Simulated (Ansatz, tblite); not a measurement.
Removing and adding an electron: `N#CC1=C(c2cccnc2)C2C=CC1C2`. Charge 0, multiplicity 1. Geometry: r2SCAN-D4/def2-SVP. Ansatz, gas phase; energy differences of separate SCF runs; the oxidised species was run as a doublet alone; the reduced species was run as a doublet alone.

```xyz
25

N    -3.147    0.325    1.813
C    -2.271   -0.164    1.212
C    -1.231   -0.793    0.501
C    -0.023   -0.287    0.101
C     0.550    1.034    0.296
C     0.080    1.939    1.272
C     0.679    3.189    1.378
C     1.733    3.509    0.513
N     2.194    2.672   -0.420
C     1.620    1.475   -0.517
C     0.630   -1.405   -0.741
C    -0.225   -1.569   -2.006
C    -1.413   -2.054   -1.617
C    -1.353   -2.217   -0.091
C     0.130   -2.636    0.057
H    -0.738    1.660    1.941
H     0.339    3.910    2.127
H     2.226    4.488    0.578
H     2.013    0.817   -1.302
H     1.713   -1.307   -0.891
H     0.084   -1.263   -3.008
H    -2.300   -2.238   -2.226
H    -2.126   -2.844    0.371
H     0.476   -2.651    1.103
H     0.362   -3.588   -0.445
```

The xTB rows come from tblite.

```
   level  −HOMO (eV)  vertical IE (eV)  −LUMO (eV)  vertical EA (eV)  HOMO–LUMO gap (eV)  IE − EA (eV)
GFN1-xTB       11.46             13.77        8.82              6.42                2.64          7.36
GFN2-xTB       10.32             12.93        8.18              5.70                2.14          7.23
```

Problem. Estimate the rows for PBE-D4/def2-SVP, PBE0-D4/def2-SVP.

Solution. 
```
           level  −HOMO (eV)  vertical IE (eV)  −LUMO (eV)  vertical EA (eV)  HOMO–LUMO gap (eV)  IE − EA (eV)                       remarks
 PBE-D4/def2-SVP        5.73              8.01        3.03              0.85                2.70          7.16  HOMO above zero (-1 doublet)
PBE0-D4/def2-SVP        6.73              8.28        2.29              0.83                4.44          7.45  HOMO above zero (-1 doublet)
```

Relaxing the oxidised species (r2SCAN-D4/def2-SVP) changes its energy by -0.18 eV at PBE-D4/def2-SVP, so the adiabatic ionisation energy to this nearest minimum is 7.84 eV. At PBE0-D4/def2-SVP it is 8.10 eV.     A HOMO above zero means that the electron is unbound at that level or that self-interaction error raises the level; the energy of removing that electron tells which. Raw xTB energy differences between charge states are shifted by several eV; the methods need an empirical correction for them. Sets without diffuse functions give affinities that are too small.
